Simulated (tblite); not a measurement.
C₄H₅NS₂ (charge +1 and doublet state).
Numbering: `[CH3:1][S+:2][c:3]1[cH:4][n:5][cH:6][s:7]1` (hydrogens: H8, H9, H10 on C1; H11 on C4; H12 on C6)

Cartesian coordinates in Å at the GFN2-xTB level; atoms count from 1:
```
atom  x, y, z in Å
C1    -2.3402    0.1633    0.3481
S2    -1.2487   -0.7040    1.4860
C3     0.3101   -0.3409    0.8889
C4     0.7183    0.2353   -0.3294
N5     2.0240    0.2874   -0.4863
C6     2.6884   -0.1911    0.5240
S7     1.7284   -0.8397    1.7889
H8    -3.3466    0.0534    0.7452
H9    -2.0773    1.2163    0.2955
H10   -2.2919   -0.2933   -0.6381
H11    0.0746    0.5905   -1.1136
H12    3.7620   -0.1777    0.5712
```

Level: GFN2-xTB in tblite, geometry and Hessian alike; calculated harmonic values, unscaled, isolated species. The method is semi-empirical: single wavenumbers can be off by several per cent or more. One conformer, not necessarily the lowest. Open shells enter through the occupations alone, without spin polarisation, and single modes of such species can be off by tens of per cent.

Harmonic wavenumbers (cm⁻¹): 65.5, 143.2, 164.7, 178.6, 274.5, 394.8, 435.1, 560.5, 657.8, 685.1, 732.3, 771.9, 800.6, 835.3, 892.2, 943.5, 980.8, 1101.4, 1114.6, 1242.3, 1308.3, 1377.1, 1393.2, 1400.5, 1405.9, 3025.2, 3040.2, 3052.0, 3138.2, 3139.5.

A = 4171, B = 1342, C = 1024 MHz; mass 130.986 u (most abundant isotopes); point group C1, symmetry number 1; spin multiplicity 2.

What is the zero-point energy?

½Σν̃ = 17627 cm⁻¹ = 50.40 kcal/mol.

What is S at 350 K and 1 bar for an ideal gas of classical rigid rotors and harmonic oscillators?

Translation 41.35, rotation 28.90, vibration 21.55, spin (R ln 2) 1.38: S = 93.2 cal/(mol K).

And Cp and H(350 K) − H(0)?

Cp = 31.93 cal/(mol K), of which vibrations give 23.98 (their classical limit is 30 R = 59.6); H(350 K) − H(0) = 6.90 kcal/mol without the zero-point energy, 4.12 from vibrations.

What must be added to the electronic energy to get the Gibbs energy at 350 K and 1 bar?

ZPE + [H(350 K) − H(0)] − T·S = 50.40 + 6.90 − 32.61 = 24.69 kcal/mol.

How do the functions run with temperature in this model?

```csv
T (K),S (cal/(mol K)),Cp (cal/(mol K)),H − H(0) (kcal/mol),G − H(0) (kcal/mol),ln q(vib)
100,66.2,14.7,1.09,-5.54,0.83
200,78.5,21.4,2.89,-12.81,2.42
300,88.5,28.6,5.39,-21.16,4.08
500,106.0,40.2,12.34,-40.67,7.46
800,127.3,50.0,26.02,-75.79,12.33
1000,138.9,53.9,36.43,-102.44,15.31
```

q(vib) and H(0) count from the zero-point level.

Which modes carry the vibrational entropy at 350 K?

65.5 cm⁻¹: 4.60; 143.2 cm⁻¹: 3.07; 164.7 cm⁻¹: 2.80; 178.6 cm⁻¹: 2.65; 274.5 cm⁻¹: 1.85; 394.8 cm⁻¹: 1.23 cal/(mol K); the other 24 give 5.36 together.

Blend soft modes into free rotors: weight 1/[1 + (100 cm⁻¹/ν̃)⁴] for the oscillator and the rest for a rotor with moment μB/(μ + B), μ = h/(8π²ν), B = 10⁻⁴⁴ kg m². What vibrational entropy results?

20.44 cal/(mol K) in place of 21.55, which changes −T·S at 350 K by +0.39 kcal/mol.

Hindered rotation and anharmonicity are outside this model. Other conformers, if any are populated, would add a mixing term that is left out.
